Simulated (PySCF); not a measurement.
## [TiBr6]3-: axial bond length as a parameter

[TiBr6]3- holds Ti(III), d1, at total charge -3. The structure is a model geometry with rigid ligands and bond lengths from ionic radii, not a minimum; coordination octahedral, point group Oh, metal–donor distances 2.53 Å.

```
7

Ti    0.0000    0.0000    0.0000
Br    0.0000    0.0000    2.5300
Br    0.0000    0.0000   -2.5300
Br    2.5300    0.0000    0.0000
Br   -2.5300    0.0000    0.0000
Br    0.0000    2.5300    0.0000
Br    0.0000   -2.5300    0.0000
```

Method (PySCF 2.14, density fitting): CASSCF(1,5) with orbitals averaged over all microstates of the shell, strongly contracted NEVPT2 on the averaged canonical orbitals; basis x2c-TZVPall on the metal, x2c-SVPall elsewhere; spin-free X2C; IEF-PCM water; spin-orbit coupling by state interaction with the mean-field operator over all roots.

The two bonds along z are scaled, the others stay.

```
axial bond length  group            ground  next state (NEVPT2) / cm⁻¹  orbital energies above the lowest (NEVPT2 fit) / cm⁻¹  μeff(300 K) / μB
          2.277 Å    D4h  2B2g (from 2T2g)        2Eg (from 2T2g) 1106                                0 1106 1106 13558 19724              1.79
          2.404 Å    D4h  2B2g (from 2T2g)         2Eg (from 2T2g) 483                                  0 483 483 13567 16660              1.82
          2.530 Å     Oh              2T2g                   2Eg 13638                                      0 0 0 13638 13638              1.84
          2.656 Å    D4h   2Eg (from 2T2g)        2B2g (from 2T2g) 411                                    0 0 411 11216 14166              1.84
          2.783 Å    D4h   2Eg (from 2T2g)        2B2g (from 2T2g) 784                                     0 0 784 9012 14681              1.84
          3.036 Å    D4h   2Eg (from 2T2g)       2B2g (from 2T2g) 1452                                    0 0 1452 5380 15653              1.85
```

At 2.530 Å, 2.656 Å, 2.783 Å, 3.036 Å the ground state is orbitally degenerate, so the regular structure would distort there (Jahn–Teller).

Charge-transfer states lie outside this active space and may come lower than some of these levels. NEVPT2 lifts 2Eg from 11790 to 13638 cm⁻¹; on the d shell alone it tends to overshoot states that fill the eg-type orbitals. NEVPT2 on the d shell alone tends to put d–d bands too high for such charged or covalently bound ions.
